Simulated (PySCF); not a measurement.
# SMILES COC1=C(C)[P@@]1(=S)CO, C₅H₉O₂PS

Geometry:
```csv
atom,x (Å),y (Å),z (Å)
C1,2.431,-0.861,-1.222
O2,1.689,0.342,-1.318
C3,0.665,0.443,-0.488
C4,-0.324,1.286,-0.139
C5,-0.906,2.600,-0.469
P6,-0.227,-0.156,0.967
S7,0.395,-0.257,2.808
C8,-1.434,-1.536,0.538
O9,-2.338,-1.704,1.574
H10,3.317,-0.725,-1.838
H11,1.846,-1.706,-1.598
H12,2.725,-1.055,-0.186
H13,-0.336,3.058,-1.275
H14,-0.883,3.253,0.404
H15,-1.946,2.491,-0.778
H16,-0.843,-2.451,0.353
H17,-1.989,-1.271,-0.364
H18,-1.850,-1.744,2.413
```

Method: PySCF 2.14.0, GIAO HF/pcSseg-1 magnetisability, rotational g tensor and spin-rotation constants, non-relativistic, gas phase. Geometry: GFN2-xTB.

Question: Give the nuclear spin-rotation constants along the inertial axes (H = +C I·J) beside the isotropic shieldings.

Answer: Rotational constants 1.3268, 0.8071, 0.7319 GHz. A star marks the isotopologue with that one atom substituted, in its own axes.
| atom | isotope | Caa (kHz) | Cbb (kHz) | Ccc (kHz) | mean (kHz) | σ (ppm) |
| --- | --- | --- | --- | --- | --- | --- |
| P6 | 31P | 2.223 | 1.351 | 0.497 | 1.357 | 414.5 |
| H10 | 1H | 0.047 | -0.074 | -0.079 | -0.035 | 28.1 |
| H11 | 1H | -0.119 | -0.088 | 0.019 | -0.062 | 28.6 |
| H12 | 1H | -0.065 | -0.053 | -0.038 | -0.052 | 28.3 |
| H13 | 1H | 0.036 | -0.085 | -0.080 | -0.043 | 29.6 |
| H14 | 1H | -0.130 | -0.073 | -0.004 | -0.069 | 29.9 |
| H15 | 1H | -0.131 | -0.036 | -0.040 | -0.069 | 30.2 |
| H16 | 1H | -0.155 | 0.021 | -0.053 | -0.063 | 28.2 |
| H17 | 1H | -0.128 | -0.039 | -0.021 | -0.063 | 28.7 |
| H18 | 1H | -0.085 | -0.073 | -0.046 | -0.068 | 29.3 |
| C1 | 13C* | 0.285 | 0.106 | 0.161 | 0.184 | 135.4 |
| O2 | 17O* | -0.106 | -0.164 | -0.025 | -0.098 | 266.2 |
| C3 | 13C* | 0.749 | 0.255 | 0.144 | 0.383 | 24.7 |
| C4 | 13C* | 0.566 | 0.267 | 0.092 | 0.308 | 67.6 |
| C5 | 13C* | 0.166 | 0.100 | 0.077 | 0.114 | 183.0 |
| S7 | 33S* | 0.223 | 0.092 | 0.028 | 0.114 | 821.9 |
| C8 | 13C* | 0.239 | 0.176 | 0.151 | 0.189 | 127.5 |
| O9 | 17O* | -0.124 | -0.037 | -0.009 | -0.056 | 334.9 |

For the geometry as given, no vibrational averaging.
